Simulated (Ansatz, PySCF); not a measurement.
Process, species as SMILES: C/C=C(\C)CC -> [CH2]/C(C)=C/C + [CH3] (CH3) (the C-C bond at the site shown breaks; other sites are not compared here)
Geometries: B3LYP-D3(BJ)/def2-TZVP minima from Ansatz (an electronic-structure program), one conformer each, not searched for the lowest. Frequencies are from Ansatz or PySCF. Markedly spin-contaminated UHF reference, which strains HF, MP2 and, less, CCSD(T): [CH2]/C(C)=C/C.
Geometry of the first species:
```xyz
18

C      2.5502    -0.1771    -0.0255
C      1.1385    -0.6427    -0.2035
C      0.0217     0.0875    -0.2338
C     -0.0183     1.5844    -0.0976
C     -1.3205    -0.5801    -0.4097
C     -2.2463    -0.4397     0.8042
H      2.9950    -0.6248     0.8686
H      3.1716    -0.4886    -0.8706
H      2.6355     0.9038     0.0707
H      1.0275    -1.7183    -0.3188
H     -0.6057     2.0243    -0.9093
H      0.9697     2.0385    -0.1149
H     -0.5032     1.8830     0.8358
H     -1.8222    -0.1511    -1.2853
H     -1.1681    -1.6399    -0.6246
H     -2.4876     0.6042     1.0104
H     -1.7772    -0.8581     1.6971
H     -3.1869    -0.9675     0.6363
```
Charge 0, spin multiplicity 1.

Quantity: bond dissociation energy (0 K, with B3LYP-D3(BJ) harmonic zero-point energies), in eV. Correlated levels leave the core frozen unless marked. UHF or UKS for open shells. Spin-orbit coupling is left out. No relativistic terms. CBS(X,Y): correlation extrapolated as X^-3; Hartree-Fock from the larger set.

```
level         program  bond dissociation energy (eV)
------------  -------  -----------------------------
HF/cc-pwCVTZ   Ansatz                           1.69
HF/cc-pVQZ     Ansatz                           1.68
```

Q: Predict the CCSD(T)/CBS(cc-pVTZ,cc-pVQZ) result (Ansatz).

A: 3.21 eV
